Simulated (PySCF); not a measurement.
CrO3, charge +1, doublet, at a GFN2-xTB geometry (such geometries of metal compounds can be far from the true shape) (the multiplicity is a formal guess); MN15/STO-3G (PySCF).

The PySCF input:
```python
from pyscf import gto, scf, dft

mol = gto.M(
    atom='''
Cr    0.14543431   -0.12779569   -0.17191362
O    -1.17708781   -0.91680410    0.07568815
O    -0.18914159    1.29012621   -0.72910492
O     0.92992647    0.01006494    1.16915765
''',
    basis='sto-3g',
    charge=1,
    spin=1,
    verbose=5,
)

mf = dft.UKS(mol)
mf.xc = 'mn15'
mf.grids.level = 7
mf.kernel()
mf.analyze()
```

### Question
What does PySCF print? Leave out banner, timings and long lists.

### Answer

```
PySCF version 2.14.0

[INPUT] verbose = 5
[INPUT] max_memory = 4000
[INPUT] num. atoms = 4
[INPUT] num. electrons = 47
[INPUT] charge = 1
[INPUT] spin (= nelec alpha-beta = 2S) = 1
[INPUT] symmetry False subgroup None
[INPUT] Mole.unit = angstrom
[INPUT] Symbol           X                Y                Z      unit          X                Y                Z       unit  Magmom
[...]
[INPUT] ---------------- BASIS SET ----------------
[INPUT] l, kappa, [nprim/nctr], expnt,             c_1 c_2 ...
[INPUT] O
[...]
                                23.808861         0.53532814
                                6.4436083         0.44463454
[...]
                                1.1695961         0.39951283
                                0.380389          0.70011547
[...]
                                1.1695961         0.60768372
                                0.380389          0.39195739
[INPUT] Cr
[...]
                                224.4687082       0.5353281423
                                60.74999251       0.4446345422
[...]
                                21.55882749       0.3995128261
                                7.01159981        0.7001154689
[...]
                                2.104563782       0.2175436044
                                0.8120061343      0.9166769611
[...]
                                0.2785605708      0.0196064117
                                0.1230152851      1.131034442
[...]
                                21.55882749       0.6076837186
                                7.01159981        0.3919573931
[...]
                                2.104563782       0.5777664691
                                0.8120061343      0.4846460366
[...]
                                0.2785605708      0.5715227604
                                0.1230152851      0.5498949471
[...]
                                1.29378636        0.6555473627
                                0.4991829993      0.286573259

nuclear repulsion = 235.285554455195
number of shells = 17
number of NR pGTOs = 99
number of NR cGTOs = 33
basis = sto-3g
ecp = {}

******** <class 'pyscf.dft.uks.UKS'> ********
method = UKS
initial guess = minao
damping factor = 0
level_shift factor = 0
DIIS = <class 'pyscf.scf.diis.CDIIS'>
diis_start_cycle = 1
diis_space = 8
diis_damp = 0
SCF conv_tol = 1e-09
SCF conv_tol_grad = None
SCF max_cycles = 50
direct_scf = True
direct_scf_tol = 1e-13
number electrons alpha = 24  beta = 23
XC library pyscf.dft.libxc version 7.1.2
    S. Lehtola, C. Steigemann, M. J. T. Oliveira, and M. A. L. Marques,  SoftwareX 7, 1–5 (2018)
XC functionals = mn15
    H. S. Yu, X. He, S. L. Li, and D. G. Truhlar,  Chem. Sci. 7, 5032–5051 (2016)
    H. S. Yu, X. He, S. L. Li, and D. G. Truhlar,  Chem. Sci. 7, 5032–5051 (2016)
radial grids:
    Treutler-Ahlrichs [JCP 102, 346 (1995); DOI:10.1063/1.469408] (M4) radial grids

becke partition: Becke, JCP 88, 2547 (1988); DOI:10.1063/1.454033
pruning grids: <function nwchem_prune>
grids dens level: 7
symmetrized grids: False
atomic radii adjust function: <function treutler_atomic_radii_adjust>
small_rho_cutoff = 0
Set gradient conv threshold to 3.16228e-05
atom Cr rad-grids = 150, ang-grids = [  50   50   50   50   50   50   50   50   50   50   50   50   50   50
   50   50   50   50   50   50   50   50   50   50   50   50   50   50
   50   50   50   50   50   50   50   50   50   50   50   50   50   50
   50   50   50   50   50   86   86   86   86   86   86   86   86   86
   86   86   86   86   86   86   86   86   86   86   86   86   86   86
   86   86  974  974  974  974  974  974  974  974  974  974  974  974
  974  974  974  974  974  974 1202 1202 1202 1202 1202 1202 1202 1202
 1202 1202 1202 1202 1202 1202 1202 1202 1202 1202 1202 1202 1202 1202
 1202 1202 1202 1202 1202 1202 1202 1202 1202 1202 1202 1202  974  974
  974  974  974  974  974  974  974  974  974  974  974  974  974  974
  974  974  974  974  974  974  974  974  974  974]
[...]
converged SCF energy = -1253.20042535561  <S^2> = 0.82503628  2S+1 = 2.0736791
Total Energy =                       -1253.200425355614925
[...]
3 O 2s           0.00760  -0.01115   0.04833  -0.04197  -0.12936
3 O 2px         -0.17710   0.39698  -0.26263   0.02319  -0.06831
3 O 2py          0.25743  -0.07104  -0.24310  -0.24660   0.12422
3 O 2pz         -0.03315  -0.06315  -0.16041   0.30625   0.25681
               #31       #32       #33
0 Cr 1s         -0.00059  -0.00000   0.00000
0 Cr 2s          0.00519   0.00000  -0.00000
0 Cr 3s          0.01057   0.00000  -0.00000
0 Cr 4s          0.45929   0.00000  -0.00000
0 Cr 2px        -0.00113   0.00160   0.00082
0 Cr 2py         0.00099   0.00144  -0.00122
0 Cr 2pz         0.00133   0.00028   0.00160
0 Cr 3px        -0.01258   0.02031   0.01039
0 Cr 3py         0.01105   0.01831  -0.01549
0 Cr 3pz         0.01487   0.00357   0.02031
0 Cr 4px        -0.44487   0.66880   0.34227
0 Cr 4py         0.39090   0.60291  -0.51013
0 Cr 4pz         0.52586   0.11761   0.66876
0 Cr 3dxy        0.07873  -0.16847   0.11071
0 Cr 3dyz       -0.09306   0.01926   0.12080
0 Cr 3dz^2      -0.02644   0.14303   0.18836
0 Cr 3dxz        0.10590   0.16358   0.08703
0 Cr 3dx2-y2    -0.01021  -0.14833   0.16754
1 O 1s           0.00574  -0.00706   0.00061
1 O 2s          -0.12535   0.06631  -0.00575
1 O 2px         -0.09580   0.15615  -0.06428
1 O 2py         -0.13632   0.07750   0.05132
1 O 2pz         -0.03545  -0.05314  -0.08147
2 O 1s           0.00574   0.00300  -0.00642
2 O 2s          -0.12535  -0.02818   0.06030
2 O 2px          0.01585  -0.10848   0.00735
2 O 2py          0.11308   0.03390  -0.17145
2 O 2pz         -0.12640  -0.06274   0.01761
3 O 1s           0.00574   0.00406   0.00581
3 O 2s          -0.12535  -0.03813  -0.05455
3 O 2px          0.14232   0.00374   0.08324
3 O 2py         -0.03157  -0.06506   0.08092
3 O 2pz          0.08812   0.12493   0.11525

To work with the spin densities directly, `use mulliken_meta_spin()` only printing them here.

 ** Mulliken spin pop alpha/beta on meta-lowdin orthogonal AOs **
 ** Mulliken Spin Density (per AO)  **
spin_pop of  0 Cr 1s       -0.00000
spin_pop of  0 Cr 2s       -0.00000
spin_pop of  0 Cr 3s       -0.00000
spin_pop of  0 Cr 4s       -0.00683
spin_pop of  0 Cr 2px      -0.00000
spin_pop of  0 Cr 2py      -0.00000
spin_pop of  0 Cr 2pz      -0.00000
spin_pop of  0 Cr 3px      -0.00002
spin_pop of  0 Cr 3py      -0.00002
spin_pop of  0 Cr 3pz      -0.00002
spin_pop of  0 Cr 4px      -0.02182
spin_pop of  0 Cr 4py      -0.02307
spin_pop of  0 Cr 4pz      -0.01965
spin_pop of  0 Cr 3dxy     -0.09017
spin_pop of  0 Cr 3dyz     -0.09875
spin_pop of  0 Cr 3dz^2    -0.09132
spin_pop of  0 Cr 3dxz     -0.07978
spin_pop of  0 Cr 3dx2-y2   -0.09891
spin_pop of  1 O 1s       -0.00000
spin_pop of  1 O 2s        0.00077
spin_pop of  1 O 2px       0.09515
spin_pop of  1 O 2py       0.15621
spin_pop of  1 O 2pz       0.25814
spin_pop of  2 O 1s       -0.00000
spin_pop of  2 O 2s        0.00077
spin_pop of  2 O 2px       0.30306
spin_pop of  2 O 2py       0.07143
spin_pop of  2 O 2pz       0.13473
spin_pop of  3 O 1s       -0.00000
spin_pop of  3 O 2s        0.00077
spin_pop of  3 O 2px       0.12083
spin_pop of  3 O 2py       0.33083
spin_pop of  3 O 2pz       0.05766
 ** Mulliken Spin Density (per atom)  **
spin density of  0 Cr =     -0.53037
spin density of  1 O =      0.51028
spin density of  2 O =      0.51000
spin density of  3 O =      0.51009
 ** Mulliken pop alpha/beta on meta-lowdin orthogonal AOs **
 ** Mulliken pop       alpha | beta **
[...]
In total            24.00000 | 23.00000
 ** Mulliken atomic charges   ( Nelec_alpha | Nelec_beta ) **
charge of  0Cr =      1.63393  (    10.91785     11.44822 )
charge of  1O =     -0.21125  (     4.36077      3.85049 )
charge of  2O =     -0.21137  (     4.36069      3.85068 )
charge of  3O =     -0.21131  (     4.36070      3.85061 )

WARN: System has nonzero charge 1; the dipole moment is origin-dependent.
Location of origin: [0. 0. 0.]

Dipole moment(X, Y, Z, Debye):  1.93186, -1.69836, -2.28365
```
